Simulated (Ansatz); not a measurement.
Abridged output of a molecular run in Ansatz:

```
Functional definition: HF
1162 factors; integrals over basis functions are off by at most 1.4e-3 eV
mean field evaluation 1: about -22894.2244 eV, gradient 3.4e1 eV
mean field evaluation 2: about -22894.2285 eV, gradient 3.4e1 eV
mean field evaluation 4: about -22897.2555 eV, gradient 4.1e0 eV
mean field evaluation 8: about -22897.3050 eV, gradient 2.1e-4 eV
mean field -22897.30504698 eV, -841.4604401257 hartree, gradient 2.8e-6 eV, S^2 0.000000; 0 other end points of the search recorded, 0 dependent functions left out
13 core orbitals not correlated: weight in the atoms' cores, before any rotation towards them, 1.000 or more for the frozen orbitals, at most 0.000 for the correlated occupied ones
reference -22897.30504698 eV, -841.4604401257 hartree; 16, 16 occupied and 89, 89 virtual orbitals, 1162 factors
second order -19.04089406 eV of doubles, -0.00000000 eV of singles
cycle   1  -20.15646441 eV  change    -1.1e0 eV  update   9.6e-2
cycle   2  -20.67905747 eV  change   -5.2e-1 eV  update   2.8e-2
cycle   3  -20.78287036 eV  change   -1.0e-1 eV  update   1.3e-2
cycle   4  -20.78177955 eV  change    1.1e-3 eV  update   2.7e-3
cycle   5  -20.78155350 eV  change    2.3e-4 eV  update   1.0e-3
cycle   6  -20.78153602 eV  change    1.7e-5 eV  update   3.1e-4
cycle   7  -20.78142344 eV  change    1.1e-4 eV  update   1.1e-4
cycle   8  -20.78141610 eV  change    7.3e-6 eV  update   3.5e-5
perturbative correction -0.54577701 eV, -0.0200569352 hartree
Total energy: -22918.63224009 eV, -842.2442000162 hartree
```

Its atoms:

Cartesian coordinates in Å:
```
C 0.638 -0.718 -1.809
O 0.907 -0.627 -0.429
Si -0.239 -0.216 0.674
C -0.591 1.609 0.704
S 0.478 -0.732 2.610
H -0.305 -1.243 -2.006
H 0.588 0.274 -2.271
H 1.449 -1.277 -2.280
H -1.472 -0.985 0.343
H -1.380 1.839 1.424
H -0.923 1.950 -0.280
H 0.303 2.173 0.977
H 0.546 -2.047 2.343
```

Problem. Which basis set was used?
A. def2-SVP
B. cc-pV(Q+d)Z
C. def2-TZVPPD
D. cc-pV(T+d)Z

Solution. A. It gives 118 functions.

Problem. Write the keys of the input that set method, charge and spin (a neutral closed shell needs none for the last two).

Solution. 
```yaml
correlation: {method: ccsd_t}
```
